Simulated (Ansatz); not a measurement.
sulfuric acid (H2O4S), singlet, at a GFN2-xTB geometry; MP2/6-31G* (Ansatz, a first-principles code).

Input for Ansatz:
Ansatz 0.2 input:
```yaml
crystal:
  periodic: [false, false, false]
  atoms:
    - {symbol: O, position_ang: [-0.55270887, 1.35278782, 0.31094223]}
    - {symbol: S, position_ang: [-0.08041867, -0.12569137, -0.01074187]}
    - {symbol: O, position_ang: [-0.62676941, -0.48852650, -1.26558736]}
    - {symbol: O, position_ang: [-0.27441856, -0.91999660, 1.14521182]}
    - {symbol: O, position_ang: [1.47921766, 0.09531076, -0.18718448]}
    - {symbol: H, position_ang: [-0.79115034, 1.75123860, -0.52439176]}
    - {symbol: H, position_ang: [1.87528245, -0.05678066, 0.66920393]}
basis:
  gaussian:
    orbitals: 6-31G*
magnetization: {spin_polarized: false}
correlation: {method: mp2}
```

The log (banner, timings and long lists left out):

```
Functional definition: HF
736 factors; integrals over basis functions are off by at most 8.2e-4 eV
mean field evaluation 1: about -18988.2498 eV, gradient 6.0e1 eV
mean field evaluation 2: about -18988.3368 eV, gradient 6.0e1 eV
mean field evaluation 4: about -18994.5258 eV, gradient 3.9e0 eV
mean field evaluation 8: about -18994.5674 eV, gradient 5.9e-2 eV
mean field -18994.56746413 eV, -698.0374793267 hartree, gradient 3.8e-6 eV, S^2 0.000000; 0 other end points of the search recorded, 0 dependent functions left out
9 core orbitals not correlated
reference -18994.56746413 eV, -698.0374793267 hartree; 16, 16 occupied and 58, 58 virtual orbitals, 736 factors
second order -23.26236717 eV of doubles, -0.00000000 eV of singles
Total energy: -19017.82983130 eV, -698.8923555522 hartree
```
